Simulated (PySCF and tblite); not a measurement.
The numbers below are computed, except where a source is named.
C8H10S2, numbered as in [CH3:1][S:2][c:3]1[cH:4][cH:5][cH:6][cH:7][c:8]1[S:9][CH3:10].

First level. The ensemble was built from 90 distance-geometry starts (ETKDG and KDG, MMFF94s, GFN2-xTB) and rests on GFN2-xTB geometries. Weights use PBE0-D3(BJ)/pcSseg-1 energies plus GFN2-xTB zero-point and thermal terms (modes under about 100 cm⁻¹ blended into free rotors). Symmetry numbers and mirror images are counted. Conformers within 2.5 kcal/mol (GFN2-xTB free energy) were kept, 4 at most. GIAO shieldings: PBE0/pcSseg-1. Shifts are against TMS (¹H), TMS (¹³C) at the same level. Codes: tblite and PySCF.

It gives, at 298.15 K, with 2 conformers (largest weight 74 %): ¹H: 7.61 (H4/H7, 2H), 7.44 (H5/H6, 2H), 2.42 (H1/H10, 6H) ppm. ¹³C: 147.8 (C3/C8), 136.2 (C4/C7), 132.5 (C5/C6), 22.2 (C1/C10) ppm.

Second level: GFN2-xTB geometries, energies B3LYP-D3(BJ)/pcSseg-1 (IEF-PCM, tetrahydrofuran), shieldings B3LYP/pcSseg-1 (IEF-PCM, tetrahydrofuran), on up to 4 of the same conformers.

(1) How do the averaged shifts change?

The minima are those of GFN2-xTB; planar forms about aryl–S or allylic bonds may be saddles in DFT. Shifts are unscaled: against experiment ¹³C can be off by 15 ppm or more and ¹H by 0.8 ppm.

Results:

(1) 
```tsv
signal	first	second	change (ppm)
H1/H10	2.42	2.48	0.06
H4/H7	7.61	7.56	-0.06
H5/H6	7.44	7.49	0.05
C1/C10	22.2	22.9	0.7
C3/C8	147.8	149.5	1.7
C4/C7	136.2	136.2	0.0
C5/C6	132.5	133.9	1.4
```

The largest weight becomes 96 %.
